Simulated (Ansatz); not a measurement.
`[Cl][Al]([Cl])[SeH]` + CH₃OH → `C[O][Al]([Cl])[Cl]` + H₂Se at 700 K and 1 bar (ligand exchange at the Al–Se bond).

Gas-phase electronic energies from Ansatz, PBE0-D4/def2-TZVP geometries. CCSD(T)/CBS adds triple-zeta CCSD(T) − MP2 to the extrapolated MP2 energy (def2 sets, frozen cores). This one scheme is used for every species. For Se outer-core shells are correlated without core-valence functions, which leaves a few kJ/mol of doubt a bond. Scalar relativity is left out up to krypton. One conformer a species, not always the lowest.

| species | CCSD(T)/CBS energy (Eh) | H − E (kJ/mol) | S (J/(mol·K)) |
| --- | --- | --- | --- |
| `[Cl][Al]([Cl])[SeH]` | -3563.06769 | 87.1 | 431.0 |
| CH₃OH | -115.61712 | 170.8 | 288.5 |
| `C[O][Al]([Cl])[Cl]` | -1276.79096 | 188.6 | 466.9 |
| H₂Se | -2401.89790 | 61.1 | 251.1 |

H − E and S are ideal-gas, rigid-rotor, harmonic terms from PBE0-D4/def2-TZVP, for one conformer and one mirror image of each species. 1 Eh = 2625.50 kJ/mol, R = 8.31446 J/(mol·K).

Task: By hand: ΔE, ΔH, ΔS and ΔG.

Result: ΔE = (-1276.79096) + (-2401.89790) − (-3563.06769) − (-115.61712) = -0.00405 Eh = -10.6 kJ/mol. Δ(H − E) = 188.6 + 61.1 − 87.1 − 170.8 = -8.2, so ΔH = -18.8 kJ/mol. ΔS = 466.9 + 251.1 − 431.0 − 288.5 = -1.5 J/(mol·K). ΔG = -18.8 − 700 × (-1.5)/1000 = -17.8 kJ/mol.

Task: By hand: the equilibrium constant, and the temperature at which ΔG would vanish if ΔH and ΔS stayed fixed.

Result: log₁₀ K = −ΔG/(RT ln 10) = 1.3. ΔG = 0 at ΔH/ΔS = 12533 K, far beyond where these terms or the molecules hold.

The number of gas molecules stays the same, so ΔS is small and ΔH decides. A doubt of 5 kJ/mol in ΔE shifts log₁₀ K by 0.4 here. Other conformers and mirror images would add mixing entropy, several J/(mol·K) or more a flexible species. These are equilibria of isolated gas molecules and say nothing of rates. Largest T1 diagnostic: 0.010 (customary marks: 0.02 for closed shells, 0.045 for open ones).
